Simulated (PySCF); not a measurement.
**Potential energy of TlBi along the bond**

Set-up: basis Tl cc-pVDZ-PP with ECP60, Bi cc-pVDZ-PP with ECP60; scalar-relativistic core potentials; PySCF 2.14. Energies in eV from Tl + Bi in their ground configurations at the same level. All curves are PBE0. state 1: ³Σ⁻ (triplet), unpaired electrons π ↑↑; state 2: Ms = 0 determinant of mixed spin (⟨S²⟩ near 1.0), unpaired electrons π ↑↓, a mixture of terms (⟨Lz²⟩ = 2.0), a second solution, started from another occupation; state 3: ³Π (triplet), unpaired electrons σ ↑, π ↑, a second solution, started from another occupation; state 4: Ms = 0 determinant of mixed spin (⟨S²⟩ near 1.0), unpaired electrons σ ↓, π ↑, a second solution, started from another occupation.

```csv
R (Å),state 1,state 2,state 3,state 4
2.659,-0.933,-0.648,-0.966,-0.7499
2.783,-1.273,-0.985,-1.109,-0.8820
2.906,-1.454,-1.162,-1.134,-0.8979
2.999,-1.514,-1.219,-1.103,-0.8611
3.092,-1.529,-1.231,-1.044,-0.7970
3.185,-1.510,-1.207,-0.968,-0.7147
3.308,-1.445,-1.135,-0.850,-0.5881
3.463,-1.324,-1.005,-0.697,-0.4175
3.649,-1.148,-0.813,-0.531,-0.2139
3.896,-0.903,-0.536,-0.357,0.0299
```

Problem. Put a parabola through the three lowest points of the state 1 curve and estimate Re, k and ωe (reduced mass 103.5 u; 1 eV/Å² = 0.16022 mdyn/Å; ωe = 1302.8·√(k/μ) cm⁻¹).

Solution. Through R = 2.999, 3.092, 3.185 Å the second-order coefficient is 1.97 eV/Å², so Re ≈ 3.087 Å, k ≈ 0.630 mdyn/Å and ωe ≈ 102 cm⁻¹. A polynomial fit of higher order to the unrounded PBE0 energies gives Re = 3.081 Å, k = 0.661 mdyn/Å, ωe = 104 cm⁻¹; anharmonicity and rounding make the difference.

The higher-order fit for each curve: state 1: Re = 3.081 Å, ωe = 104 cm⁻¹, De = 1.53 eV; state 2: Re = 3.071 Å, ωe = 106 cm⁻¹, minimum 1.23 eV below the ground-state fragments; state 3: Re = 2.878 Å, ωe = 117 cm⁻¹, minimum 1.14 eV below the ground-state fragments; state 4: Re = 2.865 Å, ωe = 119 cm⁻¹, minimum 0.90 eV below the ground-state fragments.

Closed-shell solutions of metal pairs were not tested for spin polarisation, which can lower them a little. ⟨S²⟩ of the unrestricted solution departs from its pure value on part of the curve, where spin states mix. These are scalar-relativistic numbers at best; spin–orbit coupling would shift them, the dissociation energy most. The state was picked by a PBE0 search and need not be the measured ground state.
